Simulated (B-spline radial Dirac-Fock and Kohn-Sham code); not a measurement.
# Cross section and asymmetry of the 3d3/2 subshell of Ni²⁺

System: Ni²⁺, configuration [Ar] 3d8. The computed 3d3/2 threshold is 34.67 eV; without correlation, outer thresholds are uncertain by 1 to 2 eV. With an open shell the threshold is an average over the terms of the final ion.

Input file task.json (cfg lists n, l and occupation; rrms is the nuclear radius in fm):

```json
{"items": [{
  "Z": 28,
  "q": 2,
  "cfg": [[1, 0, 2], [2, 0, 2], [2, 1, 6], [3, 0, 2], [3, 1, 6], [3, 2, 8]],
  "A": 58,
  "rrms": 3.7757,
  "do": ["binding", "quiet", "photo", "scan"],
  "hv": [39.5, 100, 244.0, 300, 372.0, 517.0, 600, 1253.6, 1486.9, 2270.0, 5414.7, 8047.8, 78700.0, 80000, 129000.0, 148000.0]
}]}
```

Command: `python xray_run.py task.json out`

The computed values come from an atomic code on a B-spline grid: a relativistic central-field model (Hartree-Slater potential of the initial state, Latter tail, multipole expansion of the photon field, Dirac-Fock thresholds). Interchannel coupling and autoionising resonances are not included, so magnitudes near threshold are approximate.

| kinetic energy (eV) | σ (Mb) | β |
| --- | --- | --- |
| 1.5 | 2.80 | 0.20 |
| 2.3 | 2.86 | 0.12 |
| 3.7 | 2.95 | 0.05 |
| 5.7 | 3.07 | 0.00 |
| 9.0 | 3.22 | -0.01 |
| 14.0 | 3.38 | 0.05 |
| 21.9 | 3.50 | 0.17 |
| 34.2 | 3.47 | 0.34 |
| 53.5 | 3.10 | 0.56 |
| 83.7 | 2.27 | 0.78 |
| 130.9 | 1.27 | 0.97 |
| 204.6 | 0.569 | 1.12 |
| 319.9 | 0.213 | 1.21 |

The cross section shows no minimum in this range. Its largest value, 3.51 Mb, lies 27 eV above threshold, delayed by the centrifugal barrier of the l+1 channel. β ranges from -0.01 (at 7.2 eV) to 1.23.
